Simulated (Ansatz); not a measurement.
**A barrier at the coupled-cluster level**

Start structure (SiH₃ClF₂, closed shell), relaxed at PBE0-D4/def2-TZVP:

Si1  (-0.359, 1.088, 0.274)
Cl2  (1.653, 1.055, 0.130)
F3  (-0.974, 1.306, -1.162)
F4  (-0.859, -0.313, 0.799)
H5  (-0.817, 2.147, 1.177)
H6  (0.909, -2.799, -0.857)
H7  (0.448, -2.484, -0.362)
(Å)

The step: SiHClF₂ ([F][SiH]([F])[Cl]) + H₂ → SiH₂F₂ ([F][SiH2][F]) + HCl; bonds formed: Si1–H7, Cl2–H6; bonds broken: Si1–Cl2, H6–H7. Computed with Ansatz 0.2.0 (basis: def2-TZVPP and def2-QZVPP); correlated methods freeze the cores. Extrapolation: Hartree–Fock as exp(−7.88 √X), correlation as X^−2.97. Energies below are by CCSD(T) at an estimated basis limit (MP2 extrapolated from triple and quadruple zeta, plus CCSD(T) − MP2 in triple zeta).

(1) What are the electronic barrier and the energy of the step, from the start structure to the end structure? (Judge from chemistry; the value comes from the calculation.)

The T1 diagnostic stays at or below 0.013.

Answers

(1) By the calculation: Barrier 2.452 eV; step energy 0.801 eV (uphill); reverse barrier, their difference, 1.651 eV. Barrier and step energy count from the start structure, the reverse barrier from the end structure.

The saddle point: One imaginary mode of 820i cm⁻¹.
```
   pair  start (Å)  saddle (Å)  end (Å)
 Si1–H7       3.72        1.67     1.47
 Cl2–H6       4.05        1.65     1.28
Si1–Cl2       2.02        2.42     3.64
  H6–H7       0.75        0.94     3.44
```

Zero-point energy (harmonic, PBE0-D4): ZPE is 0.752 eV at the start and 0.835 eV at the saddle, so the barrier goes from 2.452 to 2.535 eV.

Labels in which every atom is bracketed show which atoms are joined, not bond orders.

For scale, one of the runs: CCSD(T)/def2-TZVPP, 188 basis functions, launched by `ansatz run in.yaml --threads 4 --pin off --events-out ev --progress --plain --max-ram 9574MiB`. Time: 38 s of wall clock on 4 CPU threads of an Arm Neoverse V2; the host was shared. Peak host memory: 2 GiB.
